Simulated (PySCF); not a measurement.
SmO: one state, many levels of theory

State: septet, about 5.6 electrons in the 4f shell (Mulliken), real f orbitals that mix terms. Set-up: Sm x2c-TZVPall, O x2c-TZVPall; spin-free X2C with a Gaussian nucleus (PySCF 2.14). De refers to Sm (4f6 6s2) + O in their high-spin ground configurations, without counterpoise correction. The functionals are run spin-unrestricted. A positive dipole means Sm(−)O(+). Levels whose curve was spin-contaminated or gave no clean fit are not listed.

| Level | Re (Å) | ωe (cm⁻¹) | De (eV) | μ (D) |
| --- | --- | --- | --- | --- |
| TPSS | 1.848 | 746 | 6.31 | -4.31 |
| r²SCAN | 1.835 | 762 | 6.35 | -4.06 |
| PBE0 | 1.826 | 741 | 5.42 | -4.45 |
| HSE06 | 1.828 | 734 | 5.39 | -4.39 |

These are scalar-relativistic numbers at best; spin–orbit coupling would shift them, the dissociation energy most. With d or f electrons several states lie close, and the lowest PBE0 determinant need not be the measured ground state.

The whole job (state search and all levels along the bond) took about 12 min on 4 threads of Arm Neoverse V2 (shared host), peak memory 11 GiB.
